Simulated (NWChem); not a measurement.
**Basis-set dependence for iminoborane (H$_{2}$BN)**

```xyz
4

B      0.0000     0.0000    -0.7011
N      0.0000     0.0000     0.5488
H      0.0000     0.0000    -1.8910
H      0.0000     0.0000     1.5544
```
Charge 0, spin multiplicity 1.

Program: NWChem. All single points use one geometry, from PBE/def2-SVP, a minimum by its harmonic frequencies.

Hartree-Fock energies in Ha, correlation energies in mHa.

The correlated methods keep 2 core orbitals frozen. The Pople sets run with spherical d functions. No row is a measurement; the coupled-cluster row has its own basis-set and correlation limits.

```json
[
 {"basis": "6-31G*", "functions": "32", "RHF": "-80.28884", "MP2": "-240.4", "SCS-MP2": "-237.4", "CCSD": "-254.9", "CCSD+T(CCSD)": "-265.0", "CCSD(T)": "-264.0", "CR-CCSD[T]": "-263.2", "CR-CCSD(T)": "-262.4"},
 {"basis": "def2-SVP", "functions": "38", "RHF": "-80.23476", "MP2": "-251.6", "SCS-MP2": "-249.7", "CCSD": "-266.7", "CCSD+T(CCSD)": "-277.5", "CCSD(T)": "-276.5", "CR-CCSD[T]": "-275.6", "CR-CCSD(T)": "-274.8"},
 {"basis": "def2-TZVP", "functions": "74", "RHF": "-80.32637", "MP2": "-300.3", "SCS-MP2": "-299.6", "CCSD": "-312.0", "CCSD+T(CCSD)": "-327.2", "CCSD(T)": "-326.4", "CR-CCSD[T]": "-324.4", "CR-CCSD(T)": "-323.8"}
]
```

From def2-SVP to def2-TZVP the Hartree-Fock energy moves by -91.6 mHa and the MP2 correlation energy by -48.7 mHa, which is 16 % of its value in the larger set.
